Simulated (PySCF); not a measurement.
Vertical excitations of a molecule CH₅FO₂Si₂ from TDDFT-PBE/def2-SVPD run with PySCF, as energy in eV (oscillator strength): 5.46 (0.003), 5.69 (0.018), 6.05 (0.039), 6.24 (0.020), 6.35 (0.007), 6.60 (0.023), 6.69 (0.006), 6.93 (0.007), 6.99 (0.008), 7.10 (0.091). Lowest triplet (TDA): 5.23 eV. Geometry: PBE0-D3(BJ)/def2-SVP. The values are those of a single conformer.

Task: Which molecule gave these data?
A. O[C@@H]1[SiH2]O[Si@@H]1F
B. C[Si@H]1O[Si@@H](F)O1
C. F[Si@H]1OCO[SiH2]1
D. F[SiH2]C1O[SiH2]O1

Result: C, F[Si@H]1OCO[SiH2]1
